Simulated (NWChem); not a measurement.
Correlation energy of H$_{4}$SiSn

```xyz
6

Sn     0.4367    -0.5434     0.0000
H     -1.0741    -1.5260     0.0000
Si    -1.1580     1.6115     0.0000
H     -2.0596     1.6010     1.2147
H     -2.0596     1.6010    -1.2147
H     -0.4300     2.9340     0.0000
```
Charge 0, spin multiplicity 1.

The numbers come from NWChem runs, not from measurements. Structure: optimised with PBE/def2-SVP with def2 effective core potentials on Sn, a minimum by its harmonic frequencies.

Basis set: def2-SVP. Each correlation energy counts from its own Hartree-Fock reference.

Effective core potentials replace the inner electrons of Sn; spin-orbit coupling is left out. The correlated methods keep 9 core orbitals frozen. The structure started from a generated list of species. Coupled-cluster values serve here as a point of comparison, not as the truth.

**Question.** For the correlation energy, MP2 gives -197.4 mHa and SCS-MP2 gives -208.2 mHa. What do CR-CCSD[T], CR-CCSD(T), CCSD give?

**Answer.** CR-CCSD[T]: -247.3 mHa; CR-CCSD(T): -247.1 mHa; CCSD: -241.8 mHa.
